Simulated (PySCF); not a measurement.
H₃NOTe (SMILES N[Te]O), singlet, geometry from GFN2-xTB (all electrons, no relativity), with bond 6-4 at 1.8 times its length; PySCF with CASSCF(4,6)/STO-3G.

Input for PySCF:
```python
from pyscf import gto, scf, mcscf
import numpy

mol = gto.Mole()
mol.atom = '''
    Te    0.070989    0.008631    0.351819
    O    -0.040585    1.463921   -1.016009
    H     0.819937    1.673824   -1.379567
    N    -0.436754   -1.533795   -0.847437
    H     0.223420   -1.686463   -1.598223
    H    -2.085702   -1.312692   -1.584085
'''
mol.basis = 'sto-3g'
mol.charge = 0
mol.spin = 0
mol.verbose = 4
mol.build()

mf = scf.RHF(mol)
mf.kernel()
mc = mcscf.CASSCF(mf, 6, 4)
mc.fix_spin_(ss=0.0)
mc.kernel()
occ = numpy.linalg.eigvalsh(mc.fcisolver.make_rdm1(mc.ci, mc.ncas, mc.nelecas))[::-1]
ss = mc.fcisolver.spin_square(mc.ci, mc.ncas, mc.nelecas)[0]
print('natural occupations', occ.round(4), ' <S^2>', round(ss, 4))
```

Output, abridged:

```
PySCF version 2.14.0

[INPUT] verbose = 4
[INPUT] num. atoms = 6
[INPUT] num. electrons = 70
[INPUT] charge = 0
[INPUT] spin (= nelec alpha-beta = 2S) = 0
[INPUT] symmetry False subgroup None
[INPUT] Mole.unit = angstrom
[INPUT] Symbol           X                Y                Z      unit          X                Y                Z       unit  Magmom
[...]
nuclear repulsion = 259.680504674512
number of shells = 20
number of NR pGTOs = 120
number of NR cGTOs = 40
basis = sto-3g
ecp = {}

******** <class 'pyscf.scf.hf.RHF'> ********
method = RHF
initial guess = minao
damping factor = 0
level_shift factor = 0
DIIS = <class 'pyscf.scf.diis.CDIIS'>
diis_start_cycle = 1
diis_space = 8
diis_damp = 0
SCF conv_tol = 1e-09
SCF conv_tol_grad = None
SCF max_cycles = 50
direct_scf = True
direct_scf_tol = 1e-13
Set gradient conv threshold to 3.16228e-05
Initial guess from minao.
init E= -6655.73859803922
[...]
cycle= 1 E= -6676.03439239982  delta_E= -20.3  |g|= 0.479  |ddm|= 3.32
[...]
cycle= 2 E= -6676.17611239644  delta_E= -0.142  |g|= 0.138  |ddm|= 1.23
[...]
cycle= 3 E= -6676.18563586998  delta_E= -0.00952  |g|= 0.0522  |ddm|= 0.295
[...]
cycle= 4 E= -6676.18732575754  delta_E= -0.00169  |g|= 0.0207  |ddm|= 0.114
[...]
cycle= 5 E= -6676.18767851949  delta_E= -0.000353  |g|= 0.00856  |ddm|= 0.0578
[...]
cycle= 6 E= -6676.18779392777  delta_E= -0.000115  |g|= 0.00329  |ddm|= 0.0402
[...]
cycle= 7 E= -6676.18781957447  delta_E= -2.56e-05  |g|= 0.00118  |ddm|= 0.023
[...]
cycle= 8 E= -6676.1878229838  delta_E= -3.41e-06  |g|= 0.00033  |ddm|= 0.00882
[...]
cycle= 9 E= -6676.18782321483  delta_E= -2.31e-07  |g|= 8.84e-05  |ddm|= 0.00215
[...]
cycle= 10 E= -6676.18782322926  delta_E= -1.44e-08  |g|= 2.54e-05  |ddm|= 0.000526
[...]
cycle= 11 E= -6676.18782323032  delta_E= -1.06e-09  |g|= 7.59e-06  |ddm|= 0.000135
[...]
cycle= 12 E= -6676.18782323041  delta_E= -9.28e-11  |g|= 2.28e-06  |ddm|= 3.89e-05
[...]
Extra cycle  E= -6676.18782323042  delta_E= -4.55e-12  |g|= 1.31e-06  |ddm|= 6.65e-06
converged SCF energy = -6676.18782323042

******** <class 'pyscf.mcscf.mc1step.CASSCF'> ********
CAS (2e+2e, 6o), ncore = 33, nvir = 1
max_cycle_macro = 50
max_cycle_micro = 4
conv_tol = 1e-07
conv_tol_grad = None
orbital rotation max_stepsize = 0.02
orbital rotation threshold for CI restart = 0.01
augmented hessian ah_max_cycle = 30
augmented hessian ah_conv_tol = 1e-12
augmented hessian ah_linear dependence = 1e-14
augmented hessian ah_level shift = 1e-08
[...]
augmented hessian ah_grad_trust_region = 3
kf_trust_region = 3
kf_interval = 4
ci_response_space = 4
ci_grad_trust_region = 3
with_dep4 0
natorb = False
canonicalization = True
sorting_mo_energy = False
ao2mo_level = 2
internal_rotation = False
******** <class 'pyscf.fci.addons.SpinPenaltyFCISolver'> ********
max. cycles = 50
conv_tol = 1e-08
davidson only = True
linear dependence = 1e-12
level shift = 0.001
max iter space = 12
nroots = 1
pspace_size = 400
spin = None
CASCI E = -6676.21603531038  S^2 = 0.0000000
Set conv_tol_grad to 0.000316228
macro iter   1 ( 21 JK    4 micro), CASSCF E = -6676.27492906503  dE = -5.88937547e-02  S^2 = 0.0000000
               |grad[o]|=0.0592  |grad[c]|= 0.06  |ddm|=0.241  |maxRot[o]|=0.302
macro iter   2 ( 21 JK    4 micro), CASSCF E = -6676.28894235653  dE = -1.40132915e-02  S^2 = 0.0000000
               |grad[o]|=0.0471  |grad[c]|=0.0541  |ddm|=0.0363  |maxRot[o]|=0.292
macro iter   3 ( 21 JK    4 micro), CASSCF E = -6676.30323939833  dE = -1.42970418e-02  S^2 = 0.0000000
               |grad[o]|=0.0295  |grad[c]|=0.0486  |ddm|=0.0572  |maxRot[o]|=0.305
macro iter   4 ( 21 JK    4 micro), CASSCF E = -6676.30850186577  dE = -5.26246744e-03  S^2 = 0.0000000
               |grad[o]|=0.0216  |grad[c]|=0.0106  |ddm|=0.0182  |maxRot[o]|=0.171
macro iter   5 ( 20 JK    4 micro), CASSCF E = -6676.31066281518  dE = -2.16094941e-03  S^2 = 0.0000000
               |grad[o]|=0.00908  |grad[c]|=0.00808  |ddm|=0.00731  |maxRot[o]|=0.136
macro iter   6 ( 15 JK    4 micro), CASSCF E = -6676.31082287283  dE = -1.60057650e-04  S^2 = 0.0000000
               |grad[o]|=0.00265  |grad[c]|=0.00193  |ddm|=0.00346  |maxRot[o]|=0.0456
macro iter   7 (  9 JK    3 micro), CASSCF E = -6676.31082618534  dE = -3.31250158e-06  S^2 = 0.0000000
               |grad[o]|=0.000453  |grad[c]|=4.99e-05  |ddm|=0.000548  |maxRot[o]|=0.00549
macro iter   8 (  1 JK    1 micro), CASSCF E = -6676.31082618551  dE = -1.73713488e-10  S^2 = 0.0000000
               |grad[o]|=2.58e-05  |grad[c]|=1.25e-05  |ddm|=7.88e-06  |maxRot[o]|=    0
1-step CASSCF converged in   8 macro (129 JK  28 micro) steps
CASSCF canonicalization
Density matrix diagonal elements [1.79630088e+00 1.81704029e+00 2.74277980e-01 8.54506255e-02
 2.55164075e-02 1.41381192e-03]
CASSCF energy = -6676.31082618551
CASCI E = -6676.31082618551  E(CI) = -3.38224507534142  S^2 = 0.0000000
natural occupations [1.9341e+00 1.6847e+00 3.1490e-01 6.5700e-02 4.0000e-04 2.0000e-04]  <S^2> 0.0
```
